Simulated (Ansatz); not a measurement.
**GeSiH4F2 (SMILES F[SiH](F)[GeH3]): methods side by side**

The species is GeSiH4F2 (8 atoms), meant as a singlet with charge 0. As SMILES, `F[SiH](F)[GeH3]`. Geometry: optimised at r2SCAN/def2-SVP.

```xyz
8

F     1.2849   -1.4385    1.2088
Si    1.1363   -0.1149    0.2852
F     1.9779   -0.3895   -1.0726
Ge   -1.1441    0.1716   -0.2758
H     1.7871    1.0123    1.0011
H    -1.9786    0.3878    0.9941
H    -1.6568   -1.0769   -1.0043
H    -1.3148    1.3910   -1.1921
```

Quantity: the dissociation energy of the Ge4–Si2 bond into doublet GeH3 and doublet SiHF2 (shapes relaxed at r2SCAN/def2-SVP, no zero-point term), in eV. The values are calculated.

```csv
level,kind,program,value (eV),CPU time (all runs)
HF/def2-SVP,Hartree–Fock,Ansatz,2.51,2 s
PBE/def2-SVP,GGA,Ansatz,3.26,4.4 s
r2SCAN/def2-SVP,meta-GGA,Ansatz,3.22,11 s
B3LYP/def2-SVP,global hybrid,Ansatz,3.19,6 s
MP2/def2-SVP,perturbation theory,Ansatz,3.20,2.5 s
```

All-electron rows without a relativistic Hamiltonian named are non-relativistic. The values span 2.51 to 3.26 eV. Hartree–Fock misses the correlation of the electron pair that is broken and comes out low. Measured bond enthalpies also hold zero-point and thermal terms, a few tenths of an eV less. In the correlated wave-function rows the outer d shell of Ge is correlated, in sets not made for it. In so small a basis fixed costs decide the times, and correlated methods can beat functionals. CPU times are rough (shared hosts, several kinds of processor and program).
